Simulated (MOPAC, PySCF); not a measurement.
C₄H₈Si₂, SMILES `[SiH3]C1=C[SiH2]C=C1`, neutral singlet in the gas phase. 

Cartesian coordinates (Å):
```xyz
14

Si     2.3742     0.0799     0.0344
C      0.5068    -0.0252     0.0062
C     -0.1721    -1.1929    -0.0203
Si    -2.0019    -0.7989    -0.0400
C     -1.6764     1.0385    -0.0086
C     -0.3439     1.2024     0.0124
H      2.9403    -1.2873     0.0059
H      2.8658     0.8480    -1.1362
H      2.8337     0.7839     1.2571
H      0.3304    -2.1509    -0.0279
H     -2.7364    -1.3041     1.1454
H     -2.7023    -1.2688    -1.2602
H     -2.3603     1.8755    -0.0058
H      0.1318     2.1787     0.0332
```
Charge 0, spin multiplicity 1.

All levels are single points at this geometry (B3LYP-D3(BJ)/def2-TZVP); Pople sets use spherical d functions. Orbital energies aren't observables, and empty levels follow the basis.

B3LYP-D3(BJ)/def2-TZVP in PySCF gives dipole (D) = 0.29.

Question: Estimate the dipole (D) from each of these levels: PBE-D3(BJ)/def2-TZVP in PySCF; M06-2X/6-31G* in PySCF; HF/STO-3G in PySCF; PM6 in MOPAC; PM7 in MOPAC.

Answer: 
| level | dipole (D) |
|---|---|
| PBE-D3(BJ)/def2-TZVP in PySCF | 0.32 |
| M06-2X/6-31G* in PySCF | 0.26 |
| HF/STO-3G in PySCF | 0.48 |
| PM6 in MOPAC | 0.19 |
| PM7 in MOPAC | 0.23 |
